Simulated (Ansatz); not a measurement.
Mulliken charges of FH3HfS3, SMILES `[F][Hf]([SH])([SH])[SH]` from ωB97M-V/def2-TZVPP in Ansatz (PBE0-D4/def2-TZVP geometry).

```csv
atom,x (Å),y (Å),z (Å),charge (e)
F1,-1.686,0.560,-0.825,-0.309
Hf2,-0.056,0.019,-0.027,0.714
S3,1.732,1.576,-0.543,-0.265
S4,-0.259,-0.099,2.388,-0.265
S5,0.622,-2.172,-0.819,-0.265
H6,0.897,2.623,-0.378,0.130
H7,-1.488,-0.645,2.281,0.130
H8,0.238,-1.862,-2.075,0.130
```

Task: By hand: the dipole of these point charges (1 e Å = 4.8032 D).

Result: Σ q r = (-0.120, 0.040, -0.059) e Å, of length 0.140 e Å = 0.67 D.

Task: How does the dipole of the full density compare? (Best estimate.)

Result: Computed: (-0.228, 0.076, -0.112) e Å, 1.27 D; the point charges give 0.53 times that, at 0° from its direction.

Point charges leave out the atoms' own dipoles, such as those of lone pairs, and Mulliken's split depends on the basis, so the two needn't agree.
